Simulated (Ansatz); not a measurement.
`SC1=CC1` + `O[SiH3]` → `[SiH3]OC1=CC1` + H₂S  (substitution at a C–S bond)

Program: Ansatz. Geometries: PBE0-D4/def2-TZVP. ΔE: electronic, gas phase. CCSD(T)/CBS is the MP2 limit (def2-TZVPP, def2-QZVPP) plus CCSD(T) − MP2 in def2-TZVPP, frozen cores. This one scheme is used for every species. One conformer a species, not always the lowest.

```csv
species,MP2/CBS(def2) energy (Eh)
`SC1=CC1`,-514.17193
`O[SiH3]`,-366.65375
`[SiH3]OC1=CC1`,-481.86626
H₂S,-398.94045
```

Question: Work out ΔE.

Answer: ΔE = (-481.86626) + (-398.94045) − (-514.17193) − (-366.65375) = 0.01897 Eh = +49.8 kJ/mol. CCSD(T)/CBS gives +41.2 kJ/mol.

Largest T1 diagnostic among the species: 0.012.

In def2-TZVPP, CCSD(T) changes the Hartree–Fock value by +6.6 kJ/mol (the triples alone add +1.3 kJ/mol) and MP2 by +15.3 kJ/mol.
